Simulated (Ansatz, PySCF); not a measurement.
Gas-phase reaction (SMILES): [SiH3]Br [bromosilane] → [SiH3] (SiH3) + Br atom; the Br-Si bond at the site shown breaks (other sites are not compared here).

Each molecule is optimised on its own at B3LYP-D3(BJ)/def2-TZVP (Ansatz, a program for electronic structure). Correlated levels leave the core frozen unless marked. UHF or UKS for open shells. Spin-orbit coupling is left out. Frozen are the shells of the preceding noble gas and the d and f shells that filled before the atom's block. Non-relativistic. Basis-set limits of correlation are two-point, X^-3; Hartree-Fock from the larger set. Thermal terms are rigid-rotor harmonic-oscillator values from B3LYP-D3(BJ) frequencies (Ansatz or PySCF) at 298.15 K and 1 atm. 1 Eh = 627.5095 kcal/mol. Atoms have translation alone.

```
species        E, CCSD(T)/CBS(def2-TZVPPD,def2-QZVPPD) (Ansatz) (Eh)  E, wB97M-V/def2-TZVPD (Ansatz) (Eh)  H - E (Eh)
-------------  -----------------------------------------------------  -----------------------------------  ----------
[SiH3]Br                                                 -2863.59398                          -2865.31989     0.03025
[SiH3] (SiH3)                                             -290.80421                           -291.19666     0.02515
Br atom                                                  -2572.63393                          -2573.96842     0.00236
```

### Question
Work out ΔE and ΔH at 298.15 K at the first level, then ΔH at the second.

### Answer

1. ΔE = [(-290.80421) + (-2572.63393)] - [(-2863.59398)] = 0.15584 Eh = 97.8 kcal/mol at CCSD(T)/CBS(def2-TZVPPD,def2-QZVPPD).
2. The terms H - E add up to -0.00274 Eh, so ΔH = (0.15584 + (-0.00274))×627.5095 = 96.1 kcal/mol.
3. At wB97M-V/def2-TZVPD the same steps give ΔE = 97.1 and ΔH = 95.4 kcal/mol, a shift of -0.7 from the first level.
4. These values are not checked against measurement here, since the tables used lack a sound gas-phase enthalpy of formation for at least one species.
